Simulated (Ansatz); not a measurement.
System: GeHBr₂, charge 0, doublet. GeHBr2 (SMILES [GeH]([Br])[Br], doublet).
B3LYP-D3(BJ)/def2-TZVP minimum from Ansatz (an electronic-structure program):
```
Ge
H 1 1.5627
Br 1 2.3362 2 106.58
Br 1 2.3362 2 106.58 3 -116.78
```
Charge 0, spin multiplicity 2.

Total energies in hartree (Ansatz). Radicals and triplets start from unrestricted determinants; spin-orbit coupling is neglected. Cores are frozen in correlated methods (noble-gas shells, and filled d and f shells in the p block). No relativity. Where a partner has so few electrons that a lower coupled-cluster level is exact, that level stands in. Spin-orbit terms, left out, reach several kcal/mol for Br and I, and more for heavier atoms.

```csv
species,HF/cc-pVTZ,CCSD(T)/cc-pVTZ,HF/cc-pVQZ,CCSD(T)/cc-pVQZ,CCSD(T)/cc-pVDZ,CCSDT(Q)/cc-pVDZ
"1: GeHBr2 (SMILES [Br][GeH][Br], doublet)",-7220.98145,-7221.44892,-7220.99082,-7221.50332,-7221.09211,-7221.09388
2: Ge (triplet),-2075.36107,-2075.42794,-2075.36359,-2075.43284,-2075.34866,-2075.34895
3: Br (doublet),-2572.44509,-2572.60263,-2572.44802,-2572.62195,-2572.47590,-2572.47619
4: H (doublet),-0.49981,-0.49981,-0.49995,-0.49995,-0.49928,-0.49928
```

Question: Work out the atomisation energy (electronic, to ground-state atoms) in kcal/mol: take Hartree-Fock from cc-pVQZ, extrapolate the CCSD(T) correlation energy as X^-3 (X = 3, 4), and add CCSDT(Q) - CCSD(T) in cc-pVDZ. 1 hartree = 627.51 kcal/mol.

Answer: 
Species 1: correlation (64·(-0.51250) - 27·(-0.46747))/37 = -0.54536; step -0.00177; E1 = -7220.99082 + (-0.54536) + (-0.00177) = -7221.53795
Species 2: correlation (64·(-0.06925) - 27·(-0.06687))/37 = -0.07099; step -0.00029; E2 = -2075.36359 + (-0.07099) + (-0.00029) = -2075.43487
Species 3: correlation (64·(-0.17393) - 27·(-0.15754))/37 = -0.18589; step -0.00029; E3 = -2572.44802 + (-0.18589) + (-0.00029) = -2572.63420
Species 4: correlation (64·(0.00000) - 27·(0.00000))/37 = 0.00000; step +0.00000; E4 = -0.49995 + (0.00000) + (+0.00000) = -0.49995
-1·E1 +1·E2 +2·E3 +1·E4 = 0.33473 hartree = 210.0 kcal/mol.
